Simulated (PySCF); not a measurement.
**Working out the excitation energy of B²⁺**

B²⁺ [He] 2s1 (2S) → B²⁺ [He] 2p1 (2P). Computed with PySCF 2.14 in aug-cc-pwCVDZ (5s4p2d, 27 functions), with no relativity, point nucleus. Frozen: nothing. Energies in hartree (1 hartree = 27.21139 eV):

| part | B²⁺ (lower) | B²⁺ (upper) |
| --- | --- | --- |
| UHF | -23.374410 | -23.148258 |
| CCSD correlation | -0.027292 | -0.027829 |
| (T) | -0.000010 | -0.000007 |

**Question.** What does Hartree-Fock give?

**Answer.** (-23.148258) − (-23.374410) = 0.226152 hartree = 6.154 eV.

**Question.** What do CCSD and CCSD(T) give?

**Answer.** The CCSD correlation energies differ by -0.000537 hartree = -0.015 eV and the triples by 0.000003 hartree = 0.000 eV, so CCSD gives 6.139 eV and CCSD(T) 6.139 eV.

A double-zeta basis recovers only part of the correlation energy.
